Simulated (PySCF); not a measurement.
## Ionisation energy of Zr(39+) by level of theory

Zr(39+) 1s1 (2S) → Zr(40+) (bare nucleus), as a difference of total energies. All numbers are calculated (PySCF 2.14, no relativity, point nucleus, in an uncontracted even-tempered set (15 s from 62 bohr⁻², ratio 2.2; 7 p from 95 bohr⁻², ratio 2.4; 4 d from 280 bohr⁻², ratio 2.4; 3 f from 430 bohr⁻², ratio 2.4; 3 g from 640 bohr⁻², ratio 2.4)). The calculations carry no spin-orbit coupling.

```json
{"method": "UHF", "ionisation energy (eV)": "21769.1"}
{"method": "LDA", "ionisation energy (eV)": "21722.6"}
{"method": "PBE", "ionisation energy (eV)": "21762.1"}
{"method": "PBE0", "ionisation energy (eV)": "21763.9"}
{"method": "r2SCAN", "ionisation energy (eV)": "21769.1"}
{"method": "TPSSh", "ionisation energy (eV)": "21769.1"}
{"method": "M06-L", "ionisation energy (eV)": "21773.0"}
```

The gap to the reference is mostly relativistic.

For comparison: 22236.7 eV (theoretical estimate listed by NIST; NIST Atomic Spectra Database, ionization energies).
